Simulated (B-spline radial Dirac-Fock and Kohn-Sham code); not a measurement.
**V²⁺: photoemission with 1000 eV photons**

System: the V²⁺ ion in the configuration [Ar] 3d3.

Input file task.json (cfg lists n, l and occupation; rrms is the nuclear radius in fm):

```json
{"items": [{
  "Z": 23,
  "q": 2,
  "cfg": [[1, 0, 2], [2, 0, 2], [2, 1, 6], [3, 0, 2], [3, 1, 6], [3, 2, 3]],
  "A": 51,
  "rrms": 3.6002,
  "do": ["binding", "quiet", "photo", "scan"],
  "hv": [21.22, 60, 83.4, 200, 497.0, 738.0, 787.0, 1000, 2530.0, 2820.0, 9220.0, 9640.0, 15000, 22162.9, 150000, 200000]
}]}
```

Command: `python xray_run.py task.json out`

The computed values come from a radial finite-basis atomic code: the independent-particle Dirac-Slater model, thresholds from Dirac-Fock. The asymmetry parameter β is from the dipole term alone. Kinetic energies are from the vacuum level. Open shells are spread statistically over j, without multiplet splitting.

```
  subshell  electrons  binding (eV)  kinetic (eV)  σ (kb)     β
   L1 (2s)          2         659.5         340.5     102  2.00
L2 (2p1/2)          2         551.5         448.5     135  1.46
L3 (2p3/2)          4         544.6         455.4     264  1.47
   M1 (3s)          2         101.3         898.7    16.2  2.00
M2 (3p1/2)          2         69.70         930.3    12.9  1.51
M3 (3p3/2)          4         68.88         931.1    25.2  1.52
M4 (3d3/2)        1.2         27.21         972.8   0.788  0.92
M5 (3d5/2)        1.8         27.15         972.8    1.16  0.92
```

Branching ratios of the spin-orbit partners (statistical value in brackets): 2p 1.95 (2.00), 3p 1.95 (2.00), 3d 1.48 (1.50).
